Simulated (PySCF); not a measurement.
A geometry optimisation, step by step.

Compound: BrGe2H5O.
Atom-mapped SMILES: `[GeH3:1][O:2][GeH2:3][Br:4]` (hydrogens: H5, H6, H7 on Ge1; H8, H9 on Ge3)

Computed by this run: PBE0-D3(BJ)/def2-SVP geometry optimisation, gas phase in PySCF; density fitting, grid level 1; the optimiser is geomeTRIC in internal coordinates, started from a GFN2-xTB structure with every atom displaced at random (about 0.01 Å). 14 of its 23 geometries are shown. The frame can shift and turn from step to step; on so coarse a grid that alone can change the energy by a few meV, and forces under 0.02 eV/Å are noise.

Step 0: E = -185164.3069 eV, largest atomic force 1.005 eV/Å
```
atom  x, y, z in Å  |  force x, y, z in eV/Å
Ge1    -1.678   -0.167   -0.181   -0.406   0.730  -0.230
O2     -0.112    0.107    0.508    0.145   0.108   0.660
Ge3     1.581    0.270    0.323    0.743   0.315   0.559
Br4     2.338   -1.210   -1.220    0.183  -0.448  -0.450
H5     -2.186    1.209   -0.610   -0.219   0.144  -0.127
H6     -2.460   -0.716    0.964   -0.612  -0.396   0.514
H7     -1.536   -1.082   -1.345   -0.015  -0.664  -0.754
H8      1.944    1.667   -0.168    0.054   0.206  -0.102
H9      2.167   -0.095    1.695    0.127   0.004  -0.071
```

Step 2: E = -185164.4673 eV, largest atomic force 0.165 eV/Å
```
atom  x, y, z in Å  |  force x, y, z in eV/Å
Ge1    -1.446   -0.498   -0.270    0.163   0.009   0.024
O2      0.099   -0.186    0.568   -0.089  -0.026   0.046
Ge3     1.813   -0.030    0.246   -0.077  -0.005  -0.044
Br4     2.455   -1.585   -1.342    0.016   0.005   0.006
H5     -1.990    0.851   -0.771   -0.017   0.013  -0.019
H6     -2.359   -1.105    0.804   -0.023  -0.005  -0.017
H7     -1.215   -1.469   -1.441    0.014  -0.007  -0.001
H8      2.125    1.355   -0.338    0.003   0.014  -0.014
H9      2.548   -0.367    1.546    0.010   0.003   0.018
```

Step 3: E = -185164.4715 eV, largest atomic force 0.148 eV/Å
```
atom  x, y, z in Å  |  force x, y, z in eV/Å
Ge1    -1.433   -0.506   -0.277   -0.014   0.011  -0.077
O2      0.089   -0.187    0.588   -0.023  -0.011   0.145
Ge3     1.797   -0.023    0.258    0.056   0.019  -0.046
Br4     2.445   -1.576   -1.328    0.010   0.000   0.007
H5     -1.976    0.840   -0.788   -0.010  -0.003  -0.013
H6     -2.370   -1.122    0.771   -0.021  -0.009   0.004
H7     -1.166   -1.472   -1.442    0.008  -0.024  -0.024
H8      2.099    1.361   -0.336   -0.001   0.006  -0.002
H9      2.544   -0.350    1.555   -0.004   0.011   0.005
```

Step 5: E = -185164.4794 eV, largest atomic force 0.286 eV/Å
```
atom  x, y, z in Å  |  force x, y, z in eV/Å
Ge1    -1.378   -0.561   -0.335   -0.229  -0.014  -0.171
O2      0.034   -0.202    0.683    0.093  -0.009   0.152
Ge3     1.735    0.031    0.333    0.147   0.047  -0.013
Br4     2.437   -1.525   -1.228   -0.013  -0.001   0.009
H5     -1.920    0.771   -0.890    0.019  -0.017  -0.005
H6     -2.407   -1.223    0.592    0.013  -0.008   0.025
H7     -0.953   -1.500   -1.475   -0.002  -0.016  -0.018
H8      1.971    1.410   -0.304   -0.006   0.001   0.015
H9      2.512   -0.234    1.626   -0.022   0.018   0.004
```

Step 7: E = -185164.4818 eV, largest atomic force 0.076 eV/Å
```
atom  x, y, z in Å  |  force x, y, z in eV/Å
Ge1    -1.361   -0.605   -0.382    0.008   0.011   0.036
O2      0.010   -0.226    0.706    0.016  -0.032  -0.067
Ge3     1.711    0.070    0.376   -0.034   0.016   0.026
Br4     2.464   -1.470   -1.176   -0.006  -0.004   0.002
H5     -1.883    0.721   -0.967    0.006  -0.003  -0.008
H6     -2.413   -1.269    0.517    0.006   0.004  -0.002
H7     -0.883   -1.549   -1.497    0.002  -0.001   0.006
H8      1.909    1.456   -0.257    0.002   0.003   0.004
H9      2.476   -0.164    1.682    0.000   0.006   0.002
```

Step 8: E = -185164.4821 eV, largest atomic force 0.078 eV/Å
```
atom  x, y, z in Å  |  force x, y, z in eV/Å
Ge1    -1.358   -0.616   -0.393    0.049   0.013   0.059
O2      0.007   -0.234    0.704   -0.005  -0.025  -0.074
Ge3     1.707    0.081    0.386   -0.048   0.006   0.021
Br4     2.472   -1.449   -1.171    0.000  -0.006   0.002
H5     -1.869    0.706   -0.994   -0.001   0.001  -0.009
H6     -2.416   -1.269    0.508   -0.003   0.006  -0.006
H7     -0.875   -1.572   -1.496    0.001  -0.001   0.007
H8      1.897    1.472   -0.238    0.002   0.002  -0.001
H9      2.465   -0.153    1.695    0.005   0.003   0.001
```

Step 10: E = -185164.4831 eV, largest atomic force 0.026 eV/Å
```
atom  x, y, z in Å  |  force x, y, z in eV/Å
Ge1    -1.350   -0.637   -0.412    0.024   0.005   0.011
O2      0.000   -0.249    0.697   -0.015  -0.002  -0.001
Ge3     1.696    0.099    0.407   -0.002  -0.001  -0.005
Br4     2.489   -1.407   -1.161    0.004  -0.005   0.004
H5     -1.827    0.675   -1.062   -0.002   0.003  -0.005
H6     -2.433   -1.247    0.487   -0.008   0.008  -0.002
H7     -0.863   -1.631   -1.479   -0.001  -0.004   0.004
H8      1.874    1.501   -0.196    0.000  -0.003  -0.006
H9      2.446   -0.139    1.720    0.001  -0.001   0.000
```

Step 12: E = -185164.4846 eV, largest atomic force 0.113 eV/Å
```
atom  x, y, z in Å  |  force x, y, z in eV/Å
Ge1    -1.341   -0.644   -0.427   -0.073  -0.010  -0.086
O2     -0.009   -0.258    0.696    0.018   0.014   0.097
Ge3     1.686    0.103    0.426    0.053   0.007  -0.025
Br4     2.498   -1.384   -1.151   -0.004  -0.004   0.007
H5     -1.749    0.650   -1.158    0.011  -0.003  -0.001
H6     -2.478   -1.161    0.463    0.004   0.006   0.013
H7     -0.866   -1.710   -1.428   -0.004  -0.005   0.000
H8      1.857    1.514   -0.160    0.003  -0.008  -0.005
H9      2.431   -0.144    1.741   -0.009   0.003   0.000
```

Step 14: E = -185164.4902 eV, largest atomic force 0.363 eV/Å
```
atom  x, y, z in Å  |  force x, y, z in eV/Å
Ge1    -1.312   -0.650   -0.482   -0.228  -0.038  -0.280
O2     -0.044   -0.278    0.704    0.086   0.045   0.265
Ge3     1.654    0.101    0.492    0.129   0.026  -0.048
Br4     2.512   -1.333   -1.114   -0.022  -0.003   0.006
H5     -1.400    0.508   -1.500    0.033  -0.016   0.017
H6     -2.613   -0.760    0.324    0.019   0.000   0.043
H7     -0.965   -1.970   -1.187   -0.007  -0.008  -0.003
H8      1.819    1.532   -0.046    0.016  -0.018  -0.002
H9      2.379   -0.184    1.811   -0.027   0.012   0.002
```

Step 15: E = -185164.4963 eV, largest atomic force 0.204 eV/Å
```
atom  x, y, z in Å  |  force x, y, z in eV/Å
Ge1    -1.289   -0.619   -0.536   -0.131  -0.004  -0.156
O2     -0.088   -0.265    0.737    0.070   0.021   0.076
Ge3     1.627    0.069    0.552    0.062   0.004  -0.016
Br4     2.476   -1.360   -1.069   -0.052  -0.011   0.032
H5     -0.955    0.218   -1.789    0.020  -0.017   0.019
H6     -2.645   -0.197    0.047    0.011  -0.001   0.038
H7     -1.253   -2.122   -0.849    0.013  -0.002  -0.001
H8      1.838    1.500    0.032    0.020  -0.010   0.006
H9      2.319   -0.258    1.877   -0.011   0.019   0.001
```

Step 17: E = -185164.4992 eV, largest atomic force 0.068 eV/Å
```
atom  x, y, z in Å  |  force x, y, z in eV/Å
Ge1    -1.315   -0.545   -0.518    0.028   0.014   0.048
O2     -0.071   -0.217    0.731   -0.010  -0.006  -0.067
Ge3     1.660    0.010    0.523   -0.026  -0.018   0.015
Br4     2.406   -1.508   -1.061   -0.016   0.002   0.017
H5     -0.984    0.281   -1.776    0.004  -0.007  -0.015
H6     -2.638   -0.088    0.113    0.002  -0.002   0.004
H7     -1.326   -2.051   -0.826    0.009   0.003  -0.009
H8      1.960    1.409   -0.036    0.006  -0.003   0.003
H9      2.337   -0.326    1.854    0.004   0.017   0.004
```

Step 19: E = -185164.4983 eV, largest atomic force 0.023 eV/Å
```
atom  x, y, z in Å  |  force x, y, z in eV/Å
Ge1    -1.303   -0.557   -0.542   -0.005  -0.012  -0.001
O2     -0.085   -0.217    0.726    0.002   0.023   0.002
Ge3     1.645    0.025    0.545    0.003  -0.011   0.006
Br4     2.409   -1.514   -1.008    0.005   0.002  -0.004
H5     -0.952    0.257   -1.802   -0.001   0.001   0.001
H6     -2.638   -0.102    0.065   -0.004  -0.001  -0.004
H7     -1.301   -2.064   -0.841    0.001  -0.003  -0.001
H8      1.945    1.417   -0.032    0.002  -0.001  -0.001
H9      2.310   -0.278    1.890   -0.004   0.001   0.003
```

Step 20: E = -185164.4984 eV, largest atomic force under 0.02 eV/Å
```
atom  x, y, z in Å  |  force x, y, z in eV/Å
Ge1    -1.303   -0.558   -0.543    0.001  -0.011  -0.003
O2     -0.086   -0.214    0.725   -0.001   0.019  -0.001
Ge3     1.645    0.025    0.547    0.002  -0.007   0.001
Br4     2.411   -1.513   -1.006    0.000   0.001   0.002
H5     -0.951    0.254   -1.805   -0.001   0.001   0.000
H6     -2.640   -0.103    0.060    0.000  -0.001  -0.001
H7     -1.299   -2.066   -0.840    0.001  -0.001   0.000
H8      1.949    1.417   -0.030    0.000   0.000   0.002
H9      2.305   -0.277    1.895   -0.002  -0.002   0.000
```

Step 22: E = -185164.4984 eV, largest atomic force under 0.02 eV/Å
```
atom  x, y, z in Å  |  force x, y, z in eV/Å
Ge1    -1.302   -0.560   -0.548    0.003  -0.010  -0.003
O2     -0.090   -0.205    0.722   -0.004   0.017  -0.002
Ge3     1.643    0.028    0.551    0.001  -0.004  -0.001
Br4     2.411   -1.512   -0.999   -0.001   0.000   0.003
H5     -0.949    0.247   -1.813   -0.001   0.000  -0.001
H6     -2.642   -0.107    0.048    0.001   0.000   0.001
H7     -1.291   -2.069   -0.837    0.001   0.000   0.000
H8      1.954    1.418   -0.025   -0.002   0.001   0.004
H9      2.295   -0.275    1.903    0.001  -0.003  -0.001
```

**Question.** Summarise the path.

**Answer.** The energy falls by 4.42 kcal/mol from step 0 to step 22; nine tenths of that is first reached at step 5. It rises by more than 0.2 meV at step 18. The largest force goes from 1.005 to under 0.02 eV/Å. Among the bonds Ge1–O2 changes most, from 1.733 to 1.791 Å; the atoms move by 0.586 Å rms after alignment.

**Question.** Follow the three bonds and two angles with the largest change from start to end.

**Answer.** 
```tsv
step	E above end (kcal/mol)	largest force (eV/Å)	Ge1–O2 (Å)	Ge1–H7 (Å)	Ge3–Br4 (Å)	Ge1–O2–Ge3 (°)	H6–Ge1–H7 (°)
0	4.42	1.005	1.733	1.487	2.268	150.0	115.1
1	1.57	0.592	1.814	1.557	2.317	142.7	111.6
2	0.72	0.165	1.785	1.538	2.313	140.9	111.9
3	0.62	0.148	1.779	1.537	2.313	139.6	111.8
4	0.51	0.260	1.774	1.537	2.313	136.6	111.7
5	0.44	0.286	1.777	1.537	2.313	133.2	111.7
6	0.40	0.132	1.785	1.537	2.313	131.6	111.8
7	0.38	0.076	1.791	1.538	2.313	131.5	111.9
8	0.37	0.078	1.792	1.538	2.313	131.6	111.9
9	0.36	0.071	1.791	1.538	2.313	131.9	111.9
10	0.35	0.026	1.789	1.537	2.314	132.0	111.9
11	0.34	0.042	1.787	1.537	2.314	132.1	111.9
12	0.32	0.113	1.784	1.537	2.315	132.0	111.9
13	0.25	0.340	1.776	1.537	2.317	131.3	111.8
14	0.19	0.363	1.776	1.537	2.318	131.0	111.7
15	0.05	0.204	1.785	1.536	2.321	128.2	111.5
16	-0.01	0.120	1.795	1.537	2.319	129.0	111.5
17	-0.02	0.068	1.793	1.537	2.317	128.6	111.6
18	0.00	0.024	1.791	1.536	2.316	128.6	111.7
19	0.00	0.023	1.791	1.537	2.316	128.5	111.7
20	0.00	under 0.02	1.791	1.537	2.316	128.6	111.7
21	0.00	under 0.02	1.791	1.537	2.316	128.7	111.7
22	0.00	under 0.02	1.791	1.537	2.316	128.7	111.7
```

What follows is the cost of the whole optimisation. Hardware: an Arm Neoverse V1 with one thread, no GPU, shared host with 32 logical CPUs at a one-minute load of 27. Cost: 4.7 min of wall time, 0.60 GiB resident at most.
